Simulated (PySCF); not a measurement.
From one molecule to another.

First species: C5H7 (charge +1).
Atom-mapped SMILES: `[CH:1]#[C:2][C+:3]([CH3:4])[CH3:5]` (hydrogens: H6 on C1; H7, H8, H9 on C4; H10, H11, H12 on C5)

Second species: Nb(NEt)F3, C2H5F3NNb (singlet state).
SMILES: `CC[N]=[Nb]([F])([F])[F]`

Levels: B3LYP/def2-SVPD for HOMO energy, LUMO energy, HOMO–LUMO gap and static isotropic polarisability; TDDFT B3LYP/def2-SVPD for lowest singlet excitation; TDA B3LYP/def2-SVPD for lowest triplet excitation (Tamm–Dancoff); ΔSCF B3LYP/def2-SVPD for vertical ionisation energy; PBE0-D3(BJ)/def2-SVP for rotational constant A and rotational constant C. Geometries: PBE0-D3(BJ)/def2-SVP. Each species is one conformer at its optimised geometry, gas phase (atoms past krypton carry core potentials, spin–orbit coupling is left out). Electronic properties by PySCF.

```tsv
property	column X	column Y
HOMO energy	-13.84 eV	-7.94 eV
LUMO energy	-9.36 eV	-1.78 eV
HOMO–LUMO gap	4.48 eV	6.16 eV
lowest singlet excitation	2.95 eV	4.62 eV
lowest triplet excitation (Tamm–Dancoff)	2.62 eV	4.12 eV
static isotropic polarisability	58.3 au	72.7 au
vertical ionisation energy	16.34 eV	10.12 eV
rotational constant A	8.664 GHz	2.521 GHz
rotational constant C	2.783 GHz	1.035 GHz
```

(1) Which column belongs to which species?

(2) How does each property change from the first species to the second?

Results:

(1) Column X is the first species and column Y the second. The first has 12 atoms and 36 electrons, the second 12 and 92; their charges are +1 and 0, their HOMO energies -13.84 eV and -7.94 eV.

(2) HOMO energy +5.90 eV; LUMO energy +7.58 eV; HOMO–LUMO gap +1.68 eV; lowest singlet excitation +1.67 eV; lowest triplet excitation (Tamm–Dancoff) +1.50 eV; static isotropic polarisability +14.4 au; vertical ionisation energy -6.22 eV; rotational constant A -6.143 GHz; rotational constant C -1.748 GHz.

On the first: The vertical singlet–triplet gap S1 − T1 is 0.33 eV (TDDFT singlet less Tamm–Dancoff triplet; S1: HOMO→LUMO, weight 1.00; T1: HOMO→LUMO, weight 0.99). The polarisability is 8.64 Å³ as a volume (1 au = 0.148185 Å³), or 1.62 au for each of the 36 electrons.

On the second: No computed singlet falls in the visible range (750 to 380 nm, 1.65 to 3.26 eV); S1 lies 1.36 eV above its blue end. The ΔSCF ionisation energy exceeds −ε(HOMO) by 2.18 eV with B3LYP. Atoms past krypton carry effective core potentials; spin–orbit coupling is left out.
